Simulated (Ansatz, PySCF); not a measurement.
The pair A = SiH4 (SMILES [SiH4]) (first 5 atoms), B = C2H6 (SMILES CC); geometry from B3LYP-D3(BJ)/def2-TZVP.
(charge 0, multiplicity 1):
```
atom    x (Å)    y (Å)    z (Å)
----  -------  -------  -------
Si    -0.2623  -0.0583   0.2181
H     -0.0498   1.2741   0.8257
H     -1.6462  -0.5091   0.4846
H      0.6944  -1.0238   0.8031
H     -0.0438   0.0266  -1.2440
C      0.8882   0.2564   4.1617
C     -0.5595  -0.1834   3.9661
H      1.3844   0.4260   3.2044
H      1.4626  -0.4992   4.7011
H      0.9465   1.1855   4.7322
H     -1.1352   0.5719   3.4273
H     -1.0564  -0.3527   4.9235
H     -0.6190  -1.1134   3.3973
```

Cores are frozen in the correlated methods.

Programs: Ansatz (a quantum-chemistry and plane-wave program); PySCF for the dispersion terms. Each number belongs to the level named beside it.

The monomers are drawn apart, rigid, along the line of their centres of mass. Counterpoise-corrected interaction energies (kcal/mol):

```json
[
 {"level": "PBE-D3(BJ)/def2-TZVPPD", "R = 5.375 Å": "-0.3709", "R = 6.880 Å": "-0.0652"},
 {"level": "wB97M-V/def2-TZVPPD", "R = 5.375 Å": "-0.2737", "R = 6.880 Å": "-0.0553"},
 {"level": "CCSD(T)/aug-cc-pV(D+d)Z", "R = 5.375 Å": "-0.2556", "R = 6.880 Å": "-0.0529"}
]
```

Task: R is the distance of the centres of mass. Find the local exponent m of E ∝ R⁻ᵐ between the two points.

Result: 
m = ln(E₁/E₂)/ln(R₂/R₁): PBE-D3(BJ)/def2-TZVPPD 7.0; wB97M-V/def2-TZVPPD 6.5; CCSD(T)/aug-cc-pV(D+d)Z 6.4. For scale, two fixed dipoles give m = 3, dipole and quadrupole 4, quadrupoles 5, and dispersion or dipole-induced dipole 6 at long range; at these distances several terms mix, and what is left of overlap and damping shifts m, so it need not match one of them.
